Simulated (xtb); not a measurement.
Job for xtb: GFN1-xTB on AlBrFH2N (SMILES [NH2][Al]([F])[Br]), a point of a torsion scan.

```
$ xtb mol.xyz --gfn 1 --sp --chrg 0 --uhf 0
6

N     -0.99260150    -0.11427346    -0.03481612
Al     0.66912331     0.29432924    -0.46388181
F      1.57237404    -0.73090176    -1.38052133
Br     1.57699042     2.21818686     0.23356834
H     -1.46205527    -0.96318677    -0.31546810
H     -1.62164452     0.44723488     0.52023374
```

It printed:

```
[...]
           -------------------------------------------------
          |                Calculation Setup                |
           -------------------------------------------------



           -------------------------------------------------
          |                 G F N 1 - x T B                 |
           -------------------------------------------------

        Reference                      10.1021/acs.jctc.7b00118
      * Hamiltonian:
        H0-scaling (s, p, d)           1.850000    2.250000    2.000000
        zeta-weighting                 0.000000
      * Dispersion:
        s8                             2.400000
        a1                             0.630000
        a2                             5.000000
        s9                             0.000000
      * Repulsion:
        kExp                           1.500000
        rExp                           1.000000
      * Coulomb:
        alpha                          2.000000
        third order                    atomic
        anisotropic                    false
      * Halogen bond correction:
        rad-scale                      1.300000
        damping                        0.440000


          ...................................................
          :                      SETUP                      :
          :.................................................:
          :  # basis functions                  32          :
          :  # atomic orbitals                  30          :
          :  # shells                           14          :
          :  # electrons                        24          :
          :  # halogen bonds                     1          :
          :  max. iterations                   250          :
          :  Hamiltonian                  GFN1-xTB          :
          :  restarted?                      false          :
          :  GBSA solvation                  false          :
          :  PC potential                    false          :
          :  electronic temp.          300.0000000     K    :
          :  accuracy                    1.0000000          :
          :  -> integral cutoff          0.2500000E+02      :
          :  -> integral neglect         0.1000000E-07      :
          :  -> SCF convergence          0.1000000E-05 Eh   :
          :  -> wf. convergence          0.2000000E-04 e    :
          :  Broyden damping             0.4000000          :
          :  net charge                          0          :
          :  unpaired electrons                  0          :
          ...................................................

 iter      E             dE          RMSdq      gap      omega  full diag
   1    -14.7575418 -0.147575E+02  0.625E+00    3.77       0.0  T
   2    -14.7842235 -0.266817E-01  0.422E+00    3.59       1.0  T
   3    -14.7918960 -0.767243E-02  0.239E+00    3.96       1.0  T
   4    -14.8167204 -0.248244E-01  0.134E-01    3.78       1.0  T
   5    -14.8168593 -0.138905E-03  0.387E-02    3.81       1.1  T
   6    -14.8168610 -0.177673E-05  0.748E-03    3.81       5.5  T
   7    -14.8168611 -0.105388E-06  0.381E-03    3.81      10.7  T
   8    -14.8168612 -0.447976E-07  0.450E-04    3.81      90.8  T
   9    -14.8168612 -0.230446E-08  0.876E-06    3.81    4659.1  T
  10    -14.8168612 -0.605738E-12  0.198E-06    3.81   20650.7  T

   *** convergence criteria satisfied after 10 iterations ***

         #    Occupation            Energy/Eh            Energy/eV
      -------------------------------------------------------------
         1        2.0000           -0.7975201             -21.7016
       ...           ...                  ...                  ...
         6        2.0000           -0.5061375             -13.7727
         7        2.0000           -0.5029876             -13.6870
         8        2.0000           -0.4930277             -13.4160
         9        2.0000           -0.4684153             -12.7462
        10        2.0000           -0.4678217             -12.7301
        11        2.0000           -0.4611898             -12.5496
        12        2.0000           -0.4114823             -11.1970 (HOMO)
        13                         -0.2715486              -7.3892 (LUMO)
        14                         -0.1390802              -3.7846
        15                         -0.1220471              -3.3211
        16                         -0.1157847              -3.1507
        17                         -0.1148634              -3.1256
       ...                                ...                  ...
        30                          1.0320395              28.0832
      -------------------------------------------------------------
                  HL-Gap            0.1399337 Eh            3.8078 eV
             Fermi-level           -0.3415155 Eh           -9.2931 eV

 SCC (total)                   0 d,  0 h,  0 min,  0.008 sec
 SCC setup                      ...        0 min,  0.000 sec (  2.879%)
 Dispersion                     ...        0 min,  0.000 sec (  0.465%)
 classical contributions        ...        0 min,  0.000 sec (  0.247%)
 integral evaluation            ...        0 min,  0.002 sec ( 25.088%)
 iterations                     ...        0 min,  0.002 sec ( 24.373%)
 molecular gradient             ...        0 min,  0.004 sec ( 44.907%)
 printout                       ...        0 min,  0.000 sec (  1.877%)

         :::::::::::::::::::::::::::::::::::::::::::::::::::::
         ::                     SUMMARY                     ::
         :::::::::::::::::::::::::::::::::::::::::::::::::::::
         :: total energy             -14.744218034995 Eh    ::
         :: gradient norm              0.020684921861 Eh/a0 ::
         :: HOMO-LUMO gap              3.807790729658 eV    ::
         ::.................................................::
         :: SCC energy               -14.816861192767 Eh    ::
         :: -> electrostatic           0.047606783002 Eh    ::
         :: repulsion energy           0.074238820896 Eh    ::
         :: dispersion energy         -0.001595663100 Eh    ::
         :: halogen bond corr.        -0.000000000024 Eh    ::
         :: add. restraining           0.000000000000 Eh    ::
         :: total charge               0.000000000000 e     ::
         :::::::::::::::::::::::::::::::::::::::::::::::::::::

           -------------------------------------------------
          |                Property Printout                |
           -------------------------------------------------

    * Orbital Energies and Occupations

         #    Occupation            Energy/Eh            Energy/eV
      -------------------------------------------------------------
         1        2.0000           -0.7975201             -21.7016
         2        2.0000           -0.7413197             -20.1723
         3        2.0000           -0.7254924             -19.7417
         4        2.0000           -0.5454172             -14.8416
         5        2.0000           -0.5368584             -14.6087
         6        2.0000           -0.5061375             -13.7727
         7        2.0000           -0.5029876             -13.6870
         8        2.0000           -0.4930277             -13.4160
         9        2.0000           -0.4684153             -12.7462
        10        2.0000           -0.4678217             -12.7301
        11        2.0000           -0.4611898             -12.5496
        12        2.0000           -0.4114823             -11.1970 (HOMO)
        13                         -0.2715486              -7.3892 (LUMO)
        14                         -0.1390802              -3.7846
        15                         -0.1220471              -3.3211
Note: The following floating-point exceptions are signalling: IEEE_DENORMAL
normal termination of xtb
        16                         -0.1157847              -3.1507
        17                         -0.1148634              -3.1256
        18                         -0.1115839              -3.0364
        19                         -0.0819213              -2.2292
        20                         -0.0642640              -1.7487
        21                         -0.0039784              -0.1083
        22                          0.0055886               0.1521
        23                          0.0757553               2.0614
       ...                                ...                  ...
        30                          1.0320395              28.0832
      -------------------------------------------------------------
                  HL-Gap            0.1399337 Eh            3.8078 eV
             Fermi-level           -0.3415155 Eh           -9.2931 eV

  Mulliken/CM5 charges         n(s)   n(p)   n(d)
     1N    -0.55563 -0.98003   1.439  4.116  0.000
     2Al    0.53337  0.49363   0.919  0.987  0.561
     3F    -0.34888 -0.33332   1.777  5.572  0.000
     4Br   -0.06766 -0.00270   1.892  5.190 -0.014
     5H     0.22254  0.41447   0.777  0.000  0.000
     6H     0.21626  0.40795   0.784  0.000  0.000

Wiberg/Mayer (AO) data.
largest (>0.10) Wiberg bond orders for each atom

 ---------------------------------------------------------------------------
     #   Z sym  total        # sym  WBO       # sym  WBO       # sym  WBO
 ---------------------------------------------------------------------------
     1   7 N    3.082 --     2 Al   1.173     5 H    0.897     6 H    0.894
     2  13 Al   3.660 --     4 Br   1.354     1 N    1.173     3 F    1.052
     3   9 F    1.147 --     2 Al   1.052
     4  35 Br   1.485 --     2 Al   1.354
     5   1 H    0.950 --     1 N    0.897
     6   1 H    0.953 --     1 N    0.894
 ---------------------------------------------------------------------------

Topologies differ in total number of bonds
Writing topology from bond orders to xtbtopo.mol

 dipole moment from electron density (au)
     X       Y       Z
  -1.2966  -0.3223   0.3330  total (Debye):    3.500


           -------------------------------------------------
          | TOTAL ENERGY              -14.744218034995 Eh   |
          | GRADIENT NORM               0.020684921861 Eh/α |
          | HOMO-LUMO GAP               3.807790729658 eV   |
           -------------------------------------------------

------------------------------------------------------------------------
------------------------------------------------------------------------
 total:
 SCF:
```

The run finished.

Cost: about 0.03 core-seconds (a rough figure).
